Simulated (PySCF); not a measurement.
## Ionisation energy of Sb by level of theory

Sb [Kr] 4d10 5s2 5p3 (4S) → Sb⁺ [Kr] 4d10 5s2 5p2 (3P), as a difference of total energies. Calculation: PySCF 2.14, in aug-cc-pVQZ-DK3 (9s8p6d3f2g, 102 functions); the spin-free X2C one-electron Hamiltonian (Gaussian nucleus). Correlated levels: valence: [Kr] 4d10 frozen. The calculations carry no spin-orbit coupling.

```
           method  ionisation energy (eV)
              UHF                   8.574
    MP2 (valence)                   9.021
SCS-MP2 (valence)                   8.894
   CCSD (valence)                   8.996
CCSD(T) (valence)                   9.033
```

Task: How much does correlation contribute at CCSD(T) (valence)?

Result: 9.033 − (8.574) = 0.459 eV, measured against UHF.

Errors of the correlated levels include the incompleteness of this basis and the frozen core.

For comparison: 9.124 eV (measured; NIST levels, between the centres of gravity of the two terms).
